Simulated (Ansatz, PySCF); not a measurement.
Noncovalent pair: FGeH3O (SMILES [OH][GeH2][F]) (first 6 atoms) with NH3 (SMILES N); geometry from B3LYP-D3(BJ)/def2-TZVP, rigid monomers moved along the line of their centres of mass till Ge2···N7 is 2.25 Å.
(charge 0, multiplicity 1):
```json
[
 {"atom": "O", "x (Å)": "-1.4354", "y (Å)": "0.3429", "z (Å)": "0.8150"},
 {"atom": "Ge", "x (Å)": "0.2216", "y (Å)": "-0.3274", "z (Å)": "0.6433"},
 {"atom": "F", "x (Å)": "0.0860", "y (Å)": "-0.8223", "z (Å)": "-1.0696"},
 {"atom": "H", "x (Å)": "-1.8885", "y (Å)": "0.2421", "z (Å)": "-0.0301"},
 {"atom": "H", "x (Å)": "0.4613", "y (Å)": "-1.6796", "z (Å)": "1.3194"},
 {"atom": "H", "x (Å)": "1.3465", "y (Å)": "0.7073", "z (Å)": "0.5593"},
 {"atom": "N", "x (Å)": "0.0995", "y (Å)": "0.3978", "z (Å)": "2.7717"},
 {"atom": "H", "x (Å)": "0.1326", "y (Å)": "-0.3144", "z (Å)": "3.4921"},
 {"atom": "H", "x (Å)": "0.7286", "y (Å)": "1.1469", "z (Å)": "3.0367"},
 {"atom": "H", "x (Å)": "-0.8450", "y (Å)": "0.7674", "z (Å)": "2.7266"}
]
```

Monomers are frozen at their geometry in the pair; levels with a basis set take the counterpoise correction. Rows marked so take none.

Rows in 3-21G, 6-31G* carry no dispersion term and start afresh at each structure (6-31G* with six Cartesian d functions); the Pople sets are all-electron and without relativity. MP2/6-31G* freezes PySCF's default core, which leaves 3d correlated.

Run with Ansatz (Gaussian orbitals); PySCF for 3-21G rows, 6-31G* rows, the dispersion terms. 

One of these levels gives -114.9 kJ/mol for the interaction energy. Which?
(A) HF/aug-cc-pVDZ
(B) PBE-D3(BJ)/def2-TZVPPD
(C) B3LYP/3-21G (no counterpoise)
(D) MP2/6-31G*

C, B3LYP/3-21G (no counterpoise). The others give -21.6 (HF/aug-cc-pVDZ), -47.0 (PBE-D3(BJ)/def2-TZVPPD), -33.8 (MP2/6-31G*)

Ansatz is a program for electronic structure.
